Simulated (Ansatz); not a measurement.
A series at B: from `CB(C)C`, ligands are replaced one by one, each step taking up H₂S and setting free CH₄; n counts the steps. Ansatz, PBE0-D4/def2-TZVP geometries. Each molecule was computed in one conformer, which needn't be the lowest.

CBS adds triple-zeta CCSD(T) − MP2 to the MP2 limit, frozen cores; atoms without spin–orbit coupling. 

```csv
n,molecule,"atomization energy, CCSD(T)/CBS (kJ/mol)"
0,`CB(C)C`,5021.3
1,`CB(C)S`,4125.8
2,`CB(S)S`,?
3,`SB(S)S`,2276.6
```

Problem. By hand: fit a straight line y = ȳ + b (n − n̄) to the 3 given rows and predict n = 2.

Solution. n̄ = 1.333, ȳ = 3807.90; Σ(n − n̄)(y − ȳ) = -4276.00, Σ(n − n̄)² = 4.667, so b = -916.22 kJ/mol a step. Prediction: 3807.90 + (-916.22) × (0.667) = 3196.8 kJ/mol.

Problem. By hand: compare with the computed value, 3210.1 kJ/mol, and give the steps along the whole series.

Solution. The line misses by 13.3 kJ/mol (computed minus predicted). Steps: -895.5, -915.7, -933.5 kJ/mol.

The steps differ by up to 38.0 kJ/mol, small against a whole step but well beyond the method's doubt, so the ligands' effects don't simply add. The miss is 0.5 % of the series' range. The energies themselves are unsure by some kJ/mol a bond, though much of that is common to the series.
